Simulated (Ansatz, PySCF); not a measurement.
Molecule: SbBr₂, net charge 0, doublet state. SMILES: [Br][Sb][Br]
Coordinates optimised at B3LYP-D3(BJ)/def2-TZVP (Ansatz, a first-principles code):
```
Sb
Br 1 2.5221
Br 1 2.5221 2 99.99
```
Charge 0, spin multiplicity 2.

Property: size of the dipole moment, in D. Terms: no spin-orbit coupling; UHF or UKS for open shells; def2 sets with scalar-relativistic core potentials past Kr; LANL2DZ with its own core potentials from Na on; dispersion terms only where a functional's name holds one; STO-3G and 3-21G all-electron and non-relativistic. Ab initio and DFT rows: single points at B3LYP-D3(BJ) geometries (Ansatz).

```json
[
 {"level": "SVWN5/LANL2DZ", "program": "Ansatz", "size of the dipole moment (D)": "2.59"},
 {"level": "PBE/STO-3G", "program": "Ansatz", "size of the dipole moment (D)": "0.70"},
 {"level": "PBE/3-21G", "program": "Ansatz", "size of the dipole moment (D)": "2.07"},
 {"level": "PBE/LANL2DZ", "program": "Ansatz", "size of the dipole moment (D)": "2.62"},
 {"level": "PBE/def2-SVP", "program": "Ansatz", "size of the dipole moment (D)": "2.15"},
 {"level": "BLYP/LANL2DZ", "program": "Ansatz", "size of the dipole moment (D)": "2.65"},
 {"level": "B3LYP/3-21G", "program": "Ansatz", "size of the dipole moment (D)": "2.37"},
 {"level": "PBE0/LANL2DZ", "program": "Ansatz", "size of the dipole moment (D)": "3.02"},
 {"level": "M06-2X/LANL2DZ", "program": "PySCF", "size of the dipole moment (D)": "3.41"}
]
```

No value to compare with is used here. The 9 habitual levels span 0.70 (PBE/STO-3G) to 3.41 D (M06-2X/LANL2DZ).

The levels are drawn from those run, B3LYP/6-31G* more often than the rest, none by its result; left out are runs that failed, that the program found above a lower state of the same kind, or whose <S^2> lies over 0.5 above the pure value.
